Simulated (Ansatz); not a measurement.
`C[SiH]([GaH2])[GeH2][GeH3]` + `[SiH3][GeH3]` → `[GeH3][SiH2][GeH2][GeH3]` + `C[SiH2][GaH2]` at 400 K and 1 bar (formal exchange of groups at a Ge–Si bond).

Program: Ansatz. Geometries: PBE0-D4/def2-TZVP. ΔE: electronic, gas phase. CBS: MP2 limit from def2 TZ/QZ plus the TZ coupled-cluster correction, frozen cores. For Ga, Ge outer-core shells are correlated without core-valence functions, which leaves a few kJ/mol of doubt a bond. Scalar relativity is left out up to krypton. One conformer a species, not always the lowest.

```tsv
species	CCSD(T)/CBS energy (Eh)	H − E (kJ/mol)	S (J/(mol·K))
`C[SiH]([GaH2])[GeH2][GeH3]`	-6409.91825	315.0	555.2
`[SiH3][GeH3]`	-2368.78170	150.2	319.5
`[GeH3][SiH2][GeH2][GeH3]`	-6523.43025	258.2	508.4
`C[SiH2][GaH2]`	-2255.26778	206.5	379.0
```

H − E and S are ideal-gas, rigid-rotor, harmonic terms from PBE0-D4/def2-TZVP, for one conformer and one mirror image of each species. 1 Eh = 2625.50 kJ/mol, R = 8.31446 J/(mol·K).

By hand: ΔE, ΔH, ΔS and ΔG.

ΔE = (-6523.43025) + (-2255.26778) − (-6409.91825) − (-2368.78170) = 0.00192 Eh = 5.0 kJ/mol. Δ(H − E) = 258.2 + 206.5 − 315.0 − 150.2 = -0.5, so ΔH = 4.5 kJ/mol. ΔS = 508.4 + 379.0 − 555.2 − 319.5 = 12.7 J/(mol·K). ΔG = 4.5 − 400 × (12.7)/1000 = -0.6 kJ/mol.

By hand: the equilibrium constant, and the temperature at which ΔG would vanish if ΔH and ΔS stayed fixed.

log₁₀ K = −ΔG/(RT ln 10) = 0.1. ΔG = 0 at ΔH/ΔS = 354 K, though so small a ΔH makes that figure unsure.

TΔS isn't small against ΔH here. The sign of ΔG lies within the doubt. A doubt of 5 kJ/mol in ΔE shifts log₁₀ K by 0.7 here. Other conformers and mirror images would add mixing entropy, several J/(mol·K) or more a flexible species. Modes under 60 cm⁻¹, often nearly free rotors, make the harmonic entropy too high. These are equilibria of isolated gas molecules and say nothing of rates. Largest T1 diagnostic: 0.012 (customary marks: 0.02 for closed shells, 0.045 for open ones).
